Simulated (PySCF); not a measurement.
## Sb: excitation energy

Sb [Kr] 4d10 5s2 5p3 (4S) → Sb [Kr] 4d10 5s1 5p4 (4P), as a difference of total energies. Calculation: PySCF 2.14, in aug-cc-pVDZ-PP with ECP28MDF; a scalar-relativistic core potential. Correlated levels: valence: 4s2 4p6 4d10 frozen. The calculations carry no spin-orbit coupling.

```
           method  excitation energy (eV)
              UHF                   7.464
    MP2 (valence)                   7.446
SCS-MP2 (valence)                   7.432
   CCSD (valence)                   6.931
CCSD(T) (valence)                   6.795
  CCSDT (valence)                   6.762
```

**Question.** How much does correlation contribute at CCSD(T) (valence)?

**Answer.** 6.795 − (7.464) = -0.669 eV, measured against UHF.

The coupled-cluster amplitudes are large for the upper state (T1 above 0.03 or a double amplitude above 0.15), so a single reference is strained.
